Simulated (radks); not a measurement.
Q: The carbon ion C3+, [He] 2s1. Calculated with a radial shooting solver on a logarithmic mesh with Libxc functionals: non-relativistic Kohn-Sham, PBE, spin-polarised, spherical densities, point nucleus. Every spin shell is full or empty, so the densities are truly spherical. Functionals are evaluated on that one density, not self-consistently. Rank these orbital-free kinetic functionals by their error against the exact value of the orbitals, and give that value: Thomas-Fermi, von Weizsacker, TF + vW, TF + vW/9, TF + vW/5, LC94, APBEK, revAPBEK, Perdew 92, Thakkar, Pearson, LKT, PG1, DePristo-Kress, Ernzerhof.

A: Exact: 34.6755 hartree. From best to worst, with 100 (|E| - |E exact|)/|E exact| (equal figures are ties): DePristo-Kress -0.11, APBEK +0.32, LC94 +0.37, TF + vW/9 +0.56, Thakkar +0.58, Perdew 92 +0.58, revAPBEK +1.15, Ernzerhof +3.34, Pearson -3.95, von Weizsacker -5.49, TF + vW/5 +8.96, Thomas-Fermi -9.94, PG1 +48.54, LKT +55.87, TF + vW +84.56.
